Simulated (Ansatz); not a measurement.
Ideal-gas functions of C2H2FSi (`C#C[SiH]F`) radical at 800 K and 1 bar, from an Ansatz frequency run at PBE0-D4/def2-TZVP.

Molar mass 73.12 g/mol, point group C1 (symmetry number 1), electronic degeneracy 2, moments of inertia 22.988, 148.339, 168.834 u Å². Harmonic wavenumbers (cm⁻¹, unscaled): 146, 235, 354, 639, 681, 702, 752, 775, 894, 2126, 2216, 3461.

Use S(trans) = R[1.5 ln M + 2.5 ln T − 1.1517]; rotational temperatures θ = 24.2544 K / I; S(rot) = R[ln(√π/σ · √(T³/θAθBθC)) + 1.5]; for each mode x = 1.438777 ν̃/T, S = R[x/(eˣ − 1) − ln(1 − e⁻ˣ)] and H = RT x/(eˣ − 1); 1 cm⁻¹ = 0.0119627 kJ/mol; R = 8.31446 J/(mol·K).

Q: By hand: the entropy, in J/(mol·K).

A: Translation 182.9. Rotation: θ = 1.0551, 0.1635, 0.1437 K, giving 116.0. Vibration, mode by mode: 19.46, 15.54, 12.21, 7.60, 7.13, 6.91, 6.41, 6.20, 5.21, 0.89, 0.78, 0.12, in all 88.4. Electronic 5.8. Sum 393.1 J/(mol·K).

Q: By hand: H − E and G − E in kJ/mol, counted from the electronic energy.

A: Zero-point energy ½ × 12981 × 0.0119627 = 77.6; thermal vibration 36.2; translation, rotation and pV give 4 RT = 26.6. H − E = 140.4 kJ/mol, and G − E = 140.4 − 800 × 393.1/1000 = -174.1 kJ/mol.

Vibration gives 22 % of the entropy, 19.5 J/(mol·K) of it from the mode under 150 cm⁻¹: soft modes count most, and the harmonic formula is weakest for them. The sum counts one conformer and one mirror image; others add a mixing term.
